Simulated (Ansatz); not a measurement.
Species: C$_{2}$H$_{5}$Cl$_{3}$Sn, SMILES `C[CH2][Sn]([Cl])([Cl])[Cl]` (charge 0, multiplicity 1).

Question: Give a relaxed geometry from PBE0-D3(BJ)/def2-SVP (Ansatz, an electronic-structure program).

Answer: the end point of this relaxation (outside a Z-matrix the atoms follow the SMILES, hydrogens last).
Z-matrix (Å, degrees):
```
C
H 1 1.1006
H 1 1.1007 2 107.97
C 1 1.5191 2 112.92 3 125.59
H 4 1.1004 1 111.70 2 178.28
H 4 1.1006 5 107.80 1 123.06
H 4 1.1016 5 107.60 6 115.68
Sn 1 2.1402 2 105.64 3 -112.62
Cl 8 2.3360 1 114.18 2 61.73
Cl 8 2.3393 1 110.94 2 -59.53
Cl 8 2.3399 1 110.46 2 -177.37
```
